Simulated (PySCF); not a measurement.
**C₆ coefficients of unlike pairs at PBE**

Calculated with PySCF 2.14 from the dipole response of each species, C₆(A,B) = (3/π) ∫ α_A(iu) α_B(iu) du, in atomic units, from isotropic polarisabilities. For ions this is the dispersion term alone; charge-induced terms of lower order in 1/R come first.

```
species           configuration                                                                 basis      relativity  α (bohr³)  C₆ (like pair)
     P⁺       [Ne] 3s2 3p2 (3P)                                               aug-cc-pVDZ-DK (5s4p2d)   spin-free X2C      14.37           74.75
    Tc⁺       [Kr] 4d5 5s1 (7S)  def2-QZVPPD with the def2 core potential (28 electrons) (7s5p4d4f2g)  core potential      33.17           246.6
   Sb²⁺  [Kr] 4d10 5s2 5p1 (2P)                             aug-cc-pVQZ-PP with ECP28MDF (7s7p5d3f2g)  core potential      15.53           94.68
      C       [He] 2s2 2p2 (3P)                                            aug-cc-pCVTZ-DK (7s6p4d2f)   spin-free X2C      13.22           53.94
```

(1) Estimate C₆ for C with Tc⁺.

No spin-orbit coupling is included.

The other pairs:

```
     pair     C₆
 Sb²⁺, P⁺  83.59
  C, Sb²⁺  70.88
    C, P⁺  63.39
  Tc⁺, P⁺  133.6
Sb²⁺, Tc⁺  149.8
```

## Answers

(1) The integral gives 114.5. The combination rule 2 C_A C_B / (C_A α_B/α_A + C_B α_A/α_B) gives 113.9 and the geometric mean 115.3.
